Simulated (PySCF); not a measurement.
# C22H36: Orbital levels and atomic charges

System: C22H36 (flake graphane).

Cartesian coordinates (Å):
```
  1 C     6.298    0.722   -0.245
  2 C     5.046    1.442    0.246
  3 C     3.785    0.727   -0.240
  4 C     3.785   -0.728    0.239
  5 C     5.046   -1.442   -0.246
  6 C     6.298   -0.722    0.245
  7 C    -3.785    0.727   -0.240
  8 C    -5.046    1.441    0.246
  9 C    -6.298    0.722   -0.247
 10 C    -6.298   -0.722    0.246
 11 C    -5.046   -1.442   -0.246
 12 C    -3.784   -0.728    0.239
 13 C     1.262    0.727   -0.241
 14 C     0.000    1.439    0.246
 15 C    -1.262    0.727   -0.240
 16 C    -1.261   -0.726    0.240
 17 C     0.000   -1.437   -0.246
 18 C     1.262   -0.726    0.240
 19 C     2.523    1.437    0.248
 20 C     2.523   -1.438   -0.247
 21 C    -2.523    1.438    0.247
 22 C    -2.522   -1.439   -0.247
 23 H     6.318    0.734   -1.338
 24 H     7.192    1.239    0.111
 25 H     5.047    1.466    1.338
 26 H     5.044    2.475   -0.110
 27 H     3.785    0.728   -1.337
 28 H     3.785   -0.728    1.336
 29 H     5.047   -1.467   -1.338
 30 H     5.046   -2.475    0.110
 31 H     6.318   -0.732    1.338
 32 H     7.191   -1.239   -0.110
 33 H    -3.786    0.728   -1.337
 34 H    -5.048    1.465    1.339
 35 H    -5.046    2.474   -0.109
 36 H    -6.315    0.732   -1.339
 37 H    -7.192    1.240    0.107
 38 H    -6.317   -0.731    1.339
 39 H    -7.191   -1.240   -0.108
 40 H    -5.049   -1.466   -1.339
 41 H    -5.046   -2.475    0.109
 42 H    -3.784   -0.730    1.336
 43 H     1.263    0.728   -1.337
 44 H     0.001    1.464    1.339
 45 H     0.000    2.473   -0.108
 46 H    -1.263    0.728   -1.337
 47 H    -1.262   -0.726    1.337
 48 H     0.000   -1.463   -1.339
 49 H     0.000   -2.471    0.109
 50 H     1.262   -0.727    1.337
 51 H     2.523    1.461    1.341
 52 H     2.525    2.472   -0.105
 53 H     2.522   -1.464   -1.340
 54 H     2.522   -2.472    0.108
 55 H    -2.523    1.464    1.340
 56 H    -2.524    2.472   -0.108
 57 H    -2.520   -1.466   -1.340
 58 H    -2.522   -2.472    0.110
```

Method: CAM-B3LYP/6-31G*, gas phase, PySCF, fitting set def2-universal-JFIT up to Ne and JKFIT beyond, grid level 1.

Q: Give the orbital energies near the gap.

A: 
| orbital | eV |
| --- | --- |
| HOMO-4 | -9.48 |
| HOMO-3 | -9.26 |
| HOMO-2 | -9.03 |
| HOMO-1 | -8.83 |
| HOMO | -8.22 |
| LUMO | 3.40 |
| LUMO+1 | 3.89 |
| LUMO+2 | 3.96 |
| LUMO+3 | 4.00 |

Q: Give the partial charges of the non-hydrogen atoms.

A: 
```tsv
atom	Mulliken	IAO	Hirshfeld
C1	-0.26	-0.24	-0.06
C2	-0.26	-0.24	-0.06
C3	-0.09	-0.09	-0.01
C4	-0.09	-0.09	-0.01
C5	-0.26	-0.24	-0.06
C6	-0.26	-0.24	-0.06
C7	-0.09	-0.09	-0.01
C8	-0.26	-0.24	-0.06
C9	-0.26	-0.24	-0.06
C10	-0.26	-0.24	-0.06
C11	-0.26	-0.24	-0.06
C12	-0.09	-0.09	-0.01
C13	-0.09	-0.09	-0.01
C14	-0.26	-0.24	-0.06
C15	-0.09	-0.09	-0.01
C16	-0.09	-0.09	-0.01
C17	-0.26	-0.24	-0.06
C18	-0.09	-0.09	-0.01
C19	-0.26	-0.24	-0.06
C20	-0.26	-0.24	-0.06
C21	-0.26	-0.24	-0.06
C22	-0.26	-0.24	-0.06
```
